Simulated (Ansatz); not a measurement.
[In(OMe)H3]- (CH₆InO⁻). Charge -1, multiplicity 1. Geometry r2SCAN-D4/def2-TZVPD, basis def2-TZVPD, Ansatz.

```xyz
9

In    0.325   -0.704   -1.305
O    -0.576    0.817   -0.163
C    -0.372    0.755    1.201
H    -0.749   -0.182    1.667
H    -0.893    1.587    1.716
H     0.698    0.830    1.496
H     2.064   -0.569   -0.966
H    -0.131   -0.317   -2.964
H    -0.366   -2.217   -0.683
```

```csv
run,HOMO (eV),LUMO (eV)
A,-1.32,3.85
B,-0.65,3.06
C,-0.77,3.77
D,-1.95,3.47
E,-1.54,3.23
```

In the def2 sets In takes a core potential; there is no spin–orbit coupling. HSE06 is defined as in plane-wave codes, on full-range PBE exchange.

Q: The runs used HSE06, LDA (SPW92), PBE0, r2SCAN, r2SCANh. Estimate which is which.

A: A r2SCANh (10 % exact exchange); B LDA (SPW92) (0 % exact exchange); C r2SCAN (0 % exact exchange); D PBE0 (25 % exact exchange); E HSE06 (range-separated). Exact exchange lowers occupied and raises empty levels; among semilocal functionals meta-GGAs tend to open the gap a little, and such runs are hard to tell apart. The gap grows from 3.71 eV (LDA (SPW92)) to 5.42 eV (PBE0).
